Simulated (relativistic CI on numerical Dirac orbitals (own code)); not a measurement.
Radial Dirac CI calculation of Er⁴⁰⁺.

Command:

```sh
python run_levels.py task.json out
```

Input:

```
atom Er  Z=68  charge=40  electrons=28
nucleus A=166  rms_radius_fm=5.2516
hamiltonian dirac-coulomb  breit=on  qed=on  c_scale=1
orbitals kli  potential=per-configuration
slater_scale 1
correlation none
mixing on
grid step=0.0125 r_max=3.6
scf mixing=0.4 start=green max_iterations=150 tolerance=2e-08 node_fill=0.05
configurations
  [Ar] 3d10
  [Ar] 3d9 4s
  [Ar] 3d9 4p
end
```

Output:

```
SCF 1: [Ar] 3d10
 iter      energy (Ha)   residual   last orbital (Ha)
    1    -11931.977753   6.68e+00   -186.43602
    2    -12033.875419   3.77e+00   -153.14391
    3    -12079.059941   2.24e-01   -115.79267
    4    -12079.377068   1.53e-01   -117.47786
    5    -12079.446995   2.09e-03   -116.19356
    6    -12079.446965   7.66e-04   -116.18121
    7    -12079.446940   3.36e-05   -116.17318
    8    -12079.446941   1.85e-07   -116.17351
    9    -12079.446941   2.51e-07   -116.17351
   10    -12079.446941   4.18e-10   -116.17351
SCF 2: [Ar] 3d9 4s
 iter      energy (Ha)   residual   last orbital (Ha)
    1    -11896.022044   6.60e+00    -98.84418
    2    -11990.753124   3.73e+00    -85.81352
    3    -12033.225407   2.10e-01    -71.24323
    4    -12033.452649   1.46e-01    -71.25854
    5    -12033.517391   1.08e-03    -70.79054
    6    -12033.517411   1.63e-04    -70.78845
    7    -12033.517421   3.52e-05    -70.78778
    8    -12033.517422   7.04e-07    -70.78785
    9    -12033.517422   4.58e-07    -70.78785
   10    -12033.517422   2.08e-09    -70.78785
SCF 3: [Ar] 3d9 4p
 iter      energy (Ha)   residual   last orbital (Ha)
    1    -11890.504596   6.61e+00    -93.38994
    2    -11985.878429   3.74e+00    -80.17316
    3    -12028.522115   2.10e-01    -65.70232
    4    -12028.755821   1.45e-01    -65.73112
    5    -12028.817705   1.01e-03    -65.26751
    6    -12028.817715   1.85e-04    -65.26572
    7    -12028.817727   3.25e-05    -65.26502
    8    -12028.817728   8.02e-07    -65.26507
    9    -12028.817728   4.90e-07    -65.26507
   10    -12028.817728   1.30e-09    -65.26507
orbital energies (Ha): 2s -421.7200  2p1/2 -405.1961  2p3/2 -371.4142  3s -144.2450  3p1/2 -137.1268  3p3/2 -129.6948  3d3/2 -117.8267  3d5/2 -116.1735
configuration averages (Ha): Dirac-Coulomb, Breit, QED
  3d10                        -12079.446941   12.234971    8.551395
  3d9 4s                      -12033.517422   12.195988    8.593314
  3d9 4p                      -12028.817728   12.205772    8.559175
levels: no., configuration, term, J, E (cm-1), weight
   1 3d10                   1S   0                0.0  1.00
   2 3d9 4s                 3D   3          9934175.4  1.00
   3 3d9 4s                 1D   2          9947116.2  0.57
   4 3d9 4s                 3D   1         10287906.5  1.00
   5 3d9 4s                 3D   2         10296195.9  0.57
   6 3d9 4p                 3P*  2         10600891.0  0.53
   7 3d9 4p                 3F*  3         10607959.3  0.46
   8 3d9 4p                 3F*  2         10953546.2  0.78
   9 3d9 4p                 3D*  1         10977403.7  0.50
  10 3d9 4p                 3F*  4         11129208.2  1.00
  11 3d9 4p                 1D*  2         11145184.5  0.52
  12 3d9 4p                 1P*  1         11155083.2  0.65
  13 3d9 4p                 3D*  3         11164868.5  0.72
  14 3d9 4p                 3P*  0         11461607.5  1.00
lowest total energy -12058.660576 Ha
end: converged
```
